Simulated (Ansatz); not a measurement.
PBE exchange is replaced step by step with exact exchange (0 % is PBE, 25 % PBE0; no dispersion term), basis def2-TZVP, Ansatz. System: Pt₄ (the lowest singlet isomer of a short search). Total charge 0; singlet. Geometry: PBE0-D4/def2-SVP.

Geometry of the singlet:

```xyz
4

Pt    0.0003   -0.2632    1.6972
Pt    0.0802   -1.6864   -0.3154
Pt   -0.6613    1.5737    0.1902
Pt    0.5808    0.3759   -1.5720
```

In the def2 sets Pt takes a core potential; there is no spin–orbit coupling. At PBE-D4/def2-TZVP, PBE0-D4/def2-TZVP the restricted singlet is unstable: a solution with broken spin symmetry lies lower. The restricted singlet is unstable towards broken spin symmetry at other levels; at PBE with 5 % exact exchange/def2-TZVP, PBE with 10 % exact exchange/def2-TZVP, PBE with 15 % exact exchange/def2-TZVP, PBE with 35 % exact exchange/def2-TZVP and others this wasn't settled. The geometry of the singlet was relaxed on an unsound state (restricted singlet, unstable towards broken spin symmetry at other levels and untested here). The structure comes from a short search, and lower isomers may exist.

```
exact exchange (%)  HOMO (eV)  LUMO (eV)  gap (eV)
                 0      -4.88      -4.58      0.30
                 5      -5.09      -4.34      0.75
                10      -5.30      -4.10      1.20
                15      -5.52      -3.87      1.65
                25      -5.96      -3.41      2.55
                50      -7.08      -2.39      4.70
```

(1) Estimate the row for 35 %.

Answers

(1) 
```tsv
exact exchange (%)	HOMO (eV)	LUMO (eV)	gap (eV)
35	-6.41	-2.98	3.43
```
